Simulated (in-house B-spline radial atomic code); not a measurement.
Neutral rubidium is squeezed into an impenetrable sphere of radius R (the orbitals vanish at R). Caution: exact exchange at fractional occupations of open shells leaves self-interaction of up to several eV. Computed with a radial B-spline atomic code at the basis-set limit: non-relativistic PBE0, spin-polarised, spherical fractional occupations, point nucleus.

Energies in eV above the free atom in [Kr] 5s1:

```tsv
R (bohr)	highest level (eV)	[Kr] 5s1	[Ne] 3s2 3p5 3d10 4s2 4p6 5s1 5f1	[Ar] 3d10 4s2 4p5 5s1 5f1	-dE/dV in [Kr] 5s1 (GPa)
9.16	-2.36	0.3076	252.4	31.86	0.219
6.94	-0.966	1.453	261.7	41.15	1.87
4.68	6.8	9.082	290.4	70.86	34.7
4.5	8.42	10.86	295.2	75.88	46.8
3.42	29.5	38.67	351.2	134.6	387
2.81	62.8	95.63	439.4	225.6	1680
2.68	74.6	118.4	471.7	258.4	2370
2.08	175	353	778.8	562.3	14000
1.63	373	936.2	1484	1239	72100
1.21	886	2867	3689	3322	508000
```

Question: Does [Ne] 3s2 3p5 3d10 4s2 4p6 5s1 5f1 fall below [Kr] 5s1 under compression?

Answer: No, it stays above over the whole range.

Question: Does [Ar] 3d10 4s2 4p5 5s1 5f1 fall below [Kr] 5s1 under compression?

Answer: No, it stays above over the whole range.

The highest level is first positive in the row R = 4.68 bohr, pushed up by confinement above the zero of the free ion's potential. Each configuration is held fixed and needn't be the lowest in the sphere.
